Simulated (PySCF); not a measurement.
C₄H₁₀Si₂, SMILES C=C[Si@H]1CC[SiH2]1.

Geometry optimised at PBE0-D3(BJ)/def2-SVP. The structure was generated by enumeration; whether it is a known compound was not checked. The values are those of a single conformer.

The numbers are results of TDA-PBE0/def2-SVPD (PySCF), not measurements.

Vertical excitations. The molecule is in vacuum.

Computed UV-visible absorptions:
```tsv
state	energy (eV)	λ (nm)	f	main pairs
S1	5.57	223	0.244	HOMO→LUMO 77 %, HOMO−1→LUMO 16 %
S2	5.99	207	0.124	HOMO−1→LUMO 71 %, HOMO→LUMO 15 %
S3	6.17	201	0.044	HOMO→LUMO+1 88 %
S4	6.38	194	0.035	HOMO→LUMO+2 92 %
S5	6.71	185	0.005	HOMO−4→LUMO 45 %, HOMO−3→LUMO 31 %, HOMO→LUMO+3 7 %
S6	6.79	183	0.036	HOMO−1→LUMO+1 68 %
T1	3.97	312	0	HOMO→LUMO 57 %, HOMO−2→LUMO 28 %
T2	5.12	242	0	HOMO→LUMO 33 %, HOMO−2→LUMO 27 %, HOMO−1→LUMO 22 %, HOMO→LUMO+4 6 %
```
Triplets are in the Tamm–Dancoff approximation.
